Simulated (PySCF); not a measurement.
Delta-SCF ions had no search for a lower state. Excitations are Tamm–Dancoff values on a coarser integration grid. The basis has no diffuse functions, so Rydberg states are missing or too high.

Cartesian coordinates (Å):
SMILES: OC1C=C1
```xyz
8

O      1.3860     0.3639    -0.6503
C      0.3724     0.1561     0.3066
C     -0.7798    -0.7175    -0.0105
C     -0.9913     0.5576    -0.0625
H      2.1107    -0.2409    -0.4670
H      0.7352     0.2688     1.3266
H     -1.1422    -1.7213    -0.1457
H     -1.6500     1.3822    -0.2699
```
Charge 0, multiplicity 1.

Q: Give the total energy, vertical ionisation energy (Delta-SCF), brightest of the four lowest singlets (TDA), dipole moment, HOMO, S1–T1 gap (TDA), HOMO–LUMO gap and S1 excitation (TDA) at the level M06-2X/def2-TZVP (PySCF 2.14.0).

A: 
The total energy is -191.8424 Ha and the vertical ionisation energy (Delta-SCF) is 10.15 eV. The brightest of the four lowest singlets (TDA) is 7.90 eV, the dipole moment is 1.64 D and the HOMO is -8.90 eV. The S1–T1 gap (TDA) comes out as 0.84 eV and the HOMO–LUMO gap is 9.86 eV. The S1 excitation (TDA) comes out as 5.98 eV.
